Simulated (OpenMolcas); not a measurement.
## Cu4+ in a point-charge field

Cu4+ among 6 point charges of -1.5 e arranged as an octahedron (Oh), 1.69 Å from the ion.
```
   1.6900    0.0000    0.0000  -1.50
   0.0000    1.6900    0.0000  -1.50
  -1.6900    0.0000    0.0000  -1.50
   0.0000   -1.6900    0.0000  -1.50
   0.0000    0.0000    1.6900  -1.50
   0.0000    0.0000   -1.6900  -1.50
```

- Program: OpenMolcas 26.06
- Method: CASSCF
- Basis: ANO-RCC-VDZP [5s4p2d1f]
- Scalar Hamiltonian: DKH2, point nucleus
- Active space: 7 electrons in 5 orbitals (3d)
- State averaging: 2S+1 = 4 even, 10 roots; 2S+1 = 2 even, 40 roots
- Spin-orbit coupling: RASSI with atomic mean-field integrals over the reference wave functions

The lowest spin-free states (labels of O, the rotations of Oh), above the lowest:

```
State  Degeneracy  E (cm-1)  Free-ion L (%)
  4T1           3       0.0         F (100)
  4T2           3      2682         F (100)
  4A2           1      5971         F (100)
   2E           2     24363          G (83)
  2T2           3     25407          G (98)
  2T1           3     25596          G (92)
  4T1           3     25853         P (100)
  2A1           1     26557         G (100)
  2T1           3     32820          P (68)
  2T1           3     33469          H (96)
  2T2           3     33956          H (87)
   2E           2     34331          H (89)
  2T1           3     36194          H (65)
   2E           2     37069          D (94)
  2T2           3     37676          D (87)
  2T1           3     57500          F (99)
  2T2           3     57636         F (100)
  2A2           1     58145         F (100)
   2E           2     89444         D (100)
  2T2           3     89504         D (100)
```

The lowest levels with spin-orbit coupling:

```json
{"E (cm-1)": "0.0", "Degeneracy": "2", "Label": "Γ6", "2S+1": "4", "g": "4.86 4.86 4.86"}
{"E (cm-1)": "516.0", "Degeneracy": "4", "Label": "Γ8", "2S+1": "4", "g": ""}
{"E (cm-1)": "1425", "Degeneracy": "4", "Label": "Γ8", "2S+1": "4", "g": ""}
{"E (cm-1)": "2091", "Degeneracy": "2", "Label": "Γ7", "2S+1": "4", "g": "0.18 0.18 0.18"}
{"E (cm-1)": "3963", "Degeneracy": "2", "Label": "Γ6", "2S+1": "4", "g": "2.86 2.86 2.86"}
{"E (cm-1)": "4022", "Degeneracy": "4", "Label": "Γ8", "2S+1": "4", "g": ""}
{"E (cm-1)": "4621", "Degeneracy": "4", "Label": "Γ8", "2S+1": "4", "g": ""}
{"E (cm-1)": "4688", "Degeneracy": "2", "Label": "Γ7", "2S+1": "4", "g": "1.81 1.81 1.81"}
{"E (cm-1)": "7898", "Degeneracy": "4", "Label": "Γ8", "2S+1": "4", "g": ""}
{"E (cm-1)": "25269", "Degeneracy": "4", "Label": "Γ8", "2S+1": "2", "g": ""}
{"E (cm-1)": "26166", "Degeneracy": "4", "Label": "Γ8", "2S+1": "2", "g": ""}
{"E (cm-1)": "26719", "Degeneracy": "2", "Label": "Γ7", "2S+1": "4", "g": "2.61 2.61 2.61"}
{"E (cm-1)": "26754", "Degeneracy": "4", "Label": "Γ8", "2S+1": "4", "g": ""}
{"E (cm-1)": "27071", "Degeneracy": "2", "Label": "Γ6", "2S+1": "2", "g": "3.13 3.13 3.13"}
{"E (cm-1)": "27090", "Degeneracy": "4", "Label": "Γ8", "2S+1": "4 (84 %)", "g": ""}
{"E (cm-1)": "27509", "Degeneracy": "4", "Label": "Γ8", "2S+1": "2", "g": ""}
{"E (cm-1)": "27687", "Degeneracy": "2", "Label": "Γ7", "2S+1": "2", "g": "2.47 2.47 2.47"}
{"E (cm-1)": "27989", "Degeneracy": "2", "Label": "Γ6", "2S+1": "4", "g": "2.52 2.52 2.52"}
{"E (cm-1)": "28302", "Degeneracy": "2", "Label": "Γ6", "2S+1": "2", "g": "1.18 1.18 1.18"}
{"E (cm-1)": "33806", "Degeneracy": "4", "Label": "Γ8", "2S+1": "2", "g": ""}
```

Powder χT (cm3 K/mol): 2.23 at 2 K, 2.29 at 10 K, 2.62 at 50 K, 3.02 at 100 K, 3.71 at 200 K, 4.13 at 300 K. The effective moment at 300 K is 2.828 √(χT) = 5.74 μB.

The lowest level has 2S+1 = 4, for which the spin-only value is χT = S(S+1) / 2 = 1.875 cm3 K/mol (g = 2). The computed 4.127 at 300 K differs by +2.252, through orbital momentum, spin-orbit coupling and any other state in reach. With a threefold ground state the orbital momentum is unquenched, so the spin-only value is not expected to hold.

A least-squares ligand-field fit to the states below 45000 cm-1, each weighted by its degeneracy and with a free common offset, gives 10Dq = 3038 cm-1, B = 1584 cm-1 and C = 5897 cm-1 (C/B = 3.72), with an rms deviation of 105 cm-1.

An orbital triplet at a regular site is open to Jahn-Teller coupling, which can distort the site and quench the lowest spin-orbit gaps and is left out. Without dynamic correlation the repulsion within the d shell is too large (B by tens of per cent), so at a given field states of lower spin stand too high. Point charges give a weaker field than real ligands, and real ions of this kind are often low spin; the high spin found here belongs to the model. This field is weak: 10Dq is about 3038 cm-1, while octahedral complexes of 3d ions of charge 3 and more, computed by the same method with explicit ligands, had a median near 15000 cm-1. Ground spin and moment need not be those of a real site. This is an electrostatic model: the charges have no orbitals. No measured value stands beside these numbers.

The RASSCF and RASSI steps took 16 s on 1 thread of Arm Neoverse N1, on a shared host; the integral step is not counted.
